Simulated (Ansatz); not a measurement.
`[Br][AlH][Br]` + H–F → `[F][AlH][Br]` + HBr at 400 K and 1 bar (ligand exchange at the Al–Br bond).

Program: Ansatz. Geometries: PBE0-D4/def2-TZVP. ΔE: electronic, gas phase. CCSD(T)/CBS is the MP2 limit (def2-TZVPP, def2-QZVPP) plus CCSD(T) − MP2 in def2-TZVPP, frozen cores. This one scheme is used for every species. For Br outer-core shells are correlated without core-valence functions, which leaves a few kJ/mol of doubt a bond. Scalar relativity is left out up to krypton.

| species | CCSD(T)/CBS energy (Eh) | H − E (kJ/mol) | S (J/(mol·K)) |
| --- | --- | --- | --- |
| `[Br][AlH][Br]` | -5389.38299 | 45.2 | 331.3 |
| H–F | -100.39570 | 36.5 | 182.2 |
| `[F][AlH][Br]` | -2915.86674 | 47.2 | 312.4 |
| HBr | -2573.91920 | 27.6 | 207.2 |

H − E and S are ideal-gas, rigid-rotor, harmonic terms from PBE0-D4/def2-TZVP. 1 Eh = 2625.50 kJ/mol, R = 8.31446 J/(mol·K).

By hand: ΔE, ΔH, ΔS and ΔG.

ΔE = (-2915.86674) + (-2573.91920) − (-5389.38299) − (-100.39570) = -0.00725 Eh = -19.0 kJ/mol. Δ(H − E) = 47.2 + 27.6 − 45.2 − 36.5 = -6.9, so ΔH = -25.9 kJ/mol. ΔS = 312.4 + 207.2 − 331.3 − 182.2 = 6.1 J/(mol·K). ΔG = -25.9 − 400 × (6.1)/1000 = -28.3 kJ/mol.

By hand: the equilibrium constant, and the temperature at which ΔG would vanish if ΔH and ΔS stayed fixed.

log₁₀ K = −ΔG/(RT ln 10) = 3.7. ΔH and −TΔS have one sign here, so there is no such temperature.

The number of gas molecules stays the same, so ΔS is small and ΔH decides. A doubt of 5 kJ/mol in ΔE shifts log₁₀ K by 0.7 here. These are equilibria of isolated gas molecules and say nothing of rates. Largest T1 diagnostic: 0.009 (customary marks: 0.02 for closed shells, 0.045 for open ones).
